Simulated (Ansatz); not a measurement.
Name a neutral molecule of C, Ge, O, Si and H with HOMO–LUMO gap (B3LYP/def2-TZVPP) between 7.30 and 7.60 eV and LUMO energy (B3LYP/def2-TZVPP) between -0.35 and -0.05 eV (Ansatz, PBE0-D4/def2-TZVP geometry).

`O[CH]([SiH3])[GeH3]` (7.38 eV, -0.10 eV). Other molecules can fit too; these were computed, each in one conformer that needn't be the lowest.

B3LYP here is the variant with VWN-RPA as its local correlation; programs differ in this.
